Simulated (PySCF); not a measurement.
## Bond length, frequency and bond energy of AsF by level of theory

State: ³Σ⁻ (triplet), unpaired electrons π ↑↑. Set-up: basis As def2-TZVPP, F def2-TZVPP; no relativity; PySCF 2.14. De refers to As + F in their high-spin ground configurations, without counterpoise correction. The functionals are run spin-unrestricted. A positive dipole means As(−)F(+).

```json
{"Level": "UHF", "Re (Å)": "1.716", "ωe (cm⁻¹)": "739", "De (eV)": "2.25", "μ (D)": "-1.83", "CPU s a point (SCF and correlation, without the integrals)": "0.82"}
{"Level": "UHF-MP2", "Re (Å)": "1.743", "ωe (cm⁻¹)": "696", "De (eV)": "4.16", "μ (D)": "n/a", "CPU s a point (SCF and correlation, without the integrals)": "1.4"}
{"Level": "UHF-SCS-MP2", "Re (Å)": "1.745", "ωe (cm⁻¹)": "690", "De (eV)": "4.05", "μ (D)": "n/a", "CPU s a point (SCF and correlation, without the integrals)": "n/a"}
{"Level": "UHF-CCSD", "Re (Å)": "1.737", "ωe (cm⁻¹)": "707", "De (eV)": "3.80", "μ (D)": "n/a", "CPU s a point (SCF and correlation, without the integrals)": "n/a"}
{"Level": "UHF-CCSD(T)", "Re (Å)": "1.743", "ωe (cm⁻¹)": "694", "De (eV)": "3.95", "μ (D)": "n/a", "CPU s a point (SCF and correlation, without the integrals)": "75"}
{"Level": "LDA", "Re (Å)": "1.739", "ωe (cm⁻¹)": "692", "De (eV)": "5.52", "μ (D)": "-1.49", "CPU s a point (SCF and correlation, without the integrals)": "0.9"}
{"Level": "PBE", "Re (Å)": "1.768", "ωe (cm⁻¹)": "654", "De (eV)": "4.62", "μ (D)": "-1.61", "CPU s a point (SCF and correlation, without the integrals)": "1.3"}
{"Level": "r²SCAN", "Re (Å)": "1.744", "ωe (cm⁻¹)": "689", "De (eV)": "4.33", "μ (D)": "-1.52", "CPU s a point (SCF and correlation, without the integrals)": "2.1"}
{"Level": "r²SCANh", "Re (Å)": "1.737", "ωe (cm⁻¹)": "700", "De (eV)": "4.20", "μ (D)": "-1.56", "CPU s a point (SCF and correlation, without the integrals)": "2.5"}
{"Level": "PBE0", "Re (Å)": "1.741", "ωe (cm⁻¹)": "695", "De (eV)": "4.20", "μ (D)": "-1.65", "CPU s a point (SCF and correlation, without the integrals)": "2.3"}
{"Level": "B97-3", "Re (Å)": "1.749", "ωe (cm⁻¹)": "683", "De (eV)": "4.24", "μ (D)": "-1.72", "CPU s a point (SCF and correlation, without the integrals)": "1.4"}
{"Level": "M06-2X", "Re (Å)": "1.744", "ωe (cm⁻¹)": "708", "De (eV)": "4.24", "μ (D)": "-1.81", "CPU s a point (SCF and correlation, without the integrals)": "2.6"}
{"Level": "ωB97X-V", "Re (Å)": "1.741", "ωe (cm⁻¹)": "703", "De (eV)": "4.42", "μ (D)": "-1.69", "CPU s a point (SCF and correlation, without the integrals)": "12"}
```

The bond length runs from 1.716 Å (UHF) to 1.768 Å (PBE). De spans 2.25 eV (UHF, mean field) to 5.52 eV (LDA, local density). Correlation at CCSD(T) changes the Hartree–Fock bond energy by +1.70 eV; the triples alone change it by +0.15 eV.

Correlated steps freeze 10 core orbitals. Spin–orbit coupling is left out. The state was picked by a PBE0 search and need not be the measured ground state.

The whole job (state search and all levels along the bond) took about 17 min on 1 thread of Arm Neoverse V1 (shared host), peak memory 1.9 GiB.
